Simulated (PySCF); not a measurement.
5-methylidene-2H-1,3-oxazole (C4H5NO), SMILES C=C1C=NCO1. Coordinates come from a ωB97X-D3(BJ)/def2-SVP optimisation. One conformer was computed; it need not be the lowest.

Computed equilibrium geometry at ωB97X-D3(BJ)/def2-SVP (PySCF confirms it by a frequency run) as Cartesian coordinates in Å, and its point group (one conformer of several):
point group Cs.
```xyz
11

C      0.0550    -2.1109     0.0000
C      0.0144    -0.7747     0.0000
C     -1.1604     0.1268     0.0000
N     -0.8290     1.3558     0.0000
C      0.6148     1.3948     0.0000
O      1.0959     0.0490     0.0000
H     -0.8786    -2.6758     0.0000
H      1.0051    -2.6482     0.0000
H     -2.2016    -0.2135     0.0000
H      0.9843     1.9196    -0.8980
H      0.9843     1.9196     0.8980
```
